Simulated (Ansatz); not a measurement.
Start from `C#C[SiH](Cl)Cl` and change one atom or group to get `O[SiH](Cl)C#C[SiH](Cl)Cl`.

Ansatz, PBE0-D4/def2-TZVP geometries, multiplicity 1. Each molecule was computed in one conformer, which needn't be the lowest.

| property | `C#C[SiH](Cl)Cl` |
| --- | --- |
| LUMO energy (B3LYP/def2-TZVPP) / eV | -1.05 |
| HOMO–LUMO gap (B3LYP/def2-TZVPP) / eV | 7.47 |
| size of the dipole moment (ωB97M-V/def2-TZVPP) / D | 1.80 |
| size of the dipole moment (B3LYP/def2-TZVPP) / D | 1.78 |
| HOMO energy (B3LYP/def2-TZVPP) / eV | -8.52 |
| LUMO energy (PBE/def2-TZVPP) / eV | -1.80 |

(1) What does the change do to each property? (Best estimate.)

## Answers

(1) Ansatz gave: 
```tsv
property	`O[SiH](Cl)C#C[SiH](Cl)Cl`	shift
LUMO energy (B3LYP/def2-TZVPP) / eV	-1.76	-0.71
HOMO–LUMO gap (B3LYP/def2-TZVPP) / eV	6.81	-0.66
size of the dipole moment (ωB97M-V/def2-TZVPP) / D	0.55	-1.25
size of the dipole moment (B3LYP/def2-TZVPP) / D	0.52	-1.26
HOMO energy (B3LYP/def2-TZVPP) / eV	-8.56	-0.04
LUMO energy (PBE/def2-TZVPP) / eV	-2.46	-0.66
```

With PBE0 the HOMO falls by 0.05 eV and the LUMO falls by 0.74 eV, so the gap narrows by about 0.69 eV. PBE moves the HOMO by -0.04 eV and ωB97M-V by -0.01 eV. Dipoles are sizes alone; their direction can turn.

B3LYP here is the variant with VWN-RPA as its local correlation; programs differ in this.
